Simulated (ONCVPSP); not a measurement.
## Logarithmic derivatives: nickel (Ni), ONCV

ONCVPSP 4.0.1 input, shortened (lines: element, Z, core and valence counts, functional; n l f; lmax; l rc ep ncon nbas qcut; lloc lpopt rc5 dvloc0; l nproj debl; icmod fcfact rcfact), PBE, scalar-relativistic:

```
  Ni 28.00    3    4        4      upf
    1    0    2.00
    2    0    2.00
    2    1    6.00
    3    0    2.00
    3    1    6.00
    3    2    8.00
    4    0    2.00
    2
    0    0.95    0.00    4    7   11.60
    1    1.15    0.00    3    7   14.30
    2    1.65    0.00    4    9   11.10
    4    5    0.65    0.00
    0    2    4.00
    1    1    0.60
    2    2    1.30
    3    4.25    1.45
```

The phase is arctan(r·R′/R) of the radial function R(r), unwrapped; energies in Ha, scanned from -6 to 5 Ha. A pole is an energy at which the radial function vanishes at the test radius. The pseudo phase is shifted by a multiple of π to meet the all-electron one at the reference energy, and phase errors are pseudo minus all-electron; the curves can meet again beyond the range given. Levels narrower than the energy grid can be missing from the lists of poles.

Q: For each channel, where are the poles, and over which energies does the pseudopotential scatter like the atom?

A:

```tsv
channel	radius (bohr)	reference energy (Ha)	poles, all-electron	poles, pseudo	unbroken range about the reference energy with phases within 0.05 rad	phase error 1 Ha above the reference energy (rad)
s	0.97	-0.21	-1.10	-1.10	the whole range	-0.000
p	1.17	-2.62	-1.43	-1.44	below 2.5	-0.001
d	1.68	-0.33	-0.00	-0.00	the whole range	-0.000
```

Phases in the s channel:

| E (Ha) | all-electron | pseudo |
| --- | --- | --- |
| -5.96 | -0.358 | -0.358 |
| -5.40 | -0.732 | -0.732 |
| -4.84 | -0.997 | -0.997 |
| -4.28 | -1.174 | -1.174 |
| -3.72 | -1.295 | -1.295 |
| -3.16 | -1.383 | -1.383 |
| -2.60 | -1.449 | -1.449 |
| -2.04 | -1.501 | -1.501 |
| -1.48 | -1.545 | -1.545 |
| -0.92 | -1.582 | -1.582 |
| -0.36 | -1.616 | -1.616 |
| 0.20 | -1.647 | -1.647 |
| 0.76 | -1.676 | -1.676 |
| 1.32 | -1.705 | -1.705 |
| 1.88 | -1.734 | -1.734 |
| 2.44 | -1.764 | -1.764 |
| 3.00 | -1.796 | -1.796 |
| 3.56 | -1.832 | -1.832 |
| 4.12 | -1.872 | -1.873 |
| 4.68 | -1.919 | -1.920 |
